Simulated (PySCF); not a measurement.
## La⁵¹⁺: ionisation energy

La⁵¹⁺ [He] 2s2 2p2 (3P) → La⁵²⁺ [He] 2s2 2p1 (2P), as a difference of total energies. All numbers are calculated (PySCF 2.14, scalar relativity by spin-free X2C-1e, in an uncontracted even-tempered set (19 s from 27 bohr⁻², ratio 2.2; 12 p from 34 bohr⁻², ratio 2.2; 5 d from 130 bohr⁻², ratio 2.4; 5 f from 200 bohr⁻², ratio 2.4; 4 g from 290 bohr⁻², ratio 2.4)). Correlated levels: nothing frozen; virtual orbitals above 40 to 60 times the deepest correlated orbital energy dropped. The calculations carry no spin-orbit coupling.

| method | ionisation energy (eV) | difference from reference (eV) |
| --- | --- | --- |
| UHF | 9869.7 | -266.3 |
| LDA | 9863.9 | -272.1 |
| PBE | 9867.8 | -268.2 |
| PBE0 | 9868.6 | -267.4 |
| r2SCAN | 9872.6 | -263.4 |
| B97-3 | 9867.8 | -268.2 |
| TPSSh | 9868.3 | -267.7 |
| MP2 (all electrons) | 9869.3 | -266.7 |
| SCS-MP2 (all electrons) | 9868.9 | -267.1 |

Reference: 10136 ± 4 eV (theoretical estimate listed by NIST; NIST Atomic Spectra Database, ionization energies).

Spin-orbit coupling is strong in these open shells (close to jj coupling). The scalar numbers leave it out and a first-order estimate fails, so it can dominate the gap to the real levels.

For this ion Breit and QED terms and the two-electron picture change, all absent here, outweigh the differences among the correlated methods.
